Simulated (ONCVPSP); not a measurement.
# Transferability test, ONCV potential for Te (Z = 52)

ONCVPSP 4.0.1 input, shortened (lines: element, Z, core and valence counts, functional; n l f; lmax; l rc ep ncon nbas qcut; lloc lpopt rc5 dvloc0; l nproj debl; icmod fcfact rcfact), LDA (Perdew-Wang 92), scalar-relativistic:

```
  Te 52.00    8    3  -001012      upf
    1    0    2.00
    2    0    2.00
    2    1    6.00
    3    0    2.00
    3    1    6.00
    3    2   10.00
    4    0    2.00
    4    1    6.00
    4    2   10.00
    5    0    2.00
    5    1    4.00
    3
    0    1.85    0.00    4    8    3.70
    1    1.70    0.00    3    6    4.00
    2    1.50    0.00    4    8   12.20
    3    1.55    0.24    3    6    6.50
    4    5    1.10    0.00
    0    2    1.90
    1    1    3.50
    2    2    0.80
    3    2    3.70
    0    0.00    0.00
```

In the d channel the program set the typed energies aside and used -1.532, 0.250 Ha.

Energies are relative to the spin-unpolarised reference configuration 4d10 5s2 5p4; without spin polarisation the order of configurations can differ from experiment.

Question: Give the all-electron excitation energy and the error of the potential for: 4d10 5s2 5p3; 4d10 5s2 5p2; 4d10 5s2 5p1; 4d9 5s2 5p5.

Answer:

```
valence configuration  charge  ΔE all-electron (eV)  error AE − PS (meV)
         4d10 5s2 5p3      +1                 9.910                 -3.2
         4d10 5s2 5p2      +2                28.078                 -5.4
         4d10 5s2 5p1      +3                55.305                 -2.6
          4d9 5s2 5p5       0                38.162                 -318
```

Levels in the configuration 4d10 5s2 5p1:

```
level  all-electron (eV)  pseudo (eV)
   4d            -72.470      -72.248
   5s            -43.138      -43.110
   5p            -31.985      -31.969
```

Note: ghosts flagged at negative energy: s at -159.4 eV, p at -63.8 eV; no localised positive-energy state flagged. A true bound ghost makes a file unfit for plane-wave use.
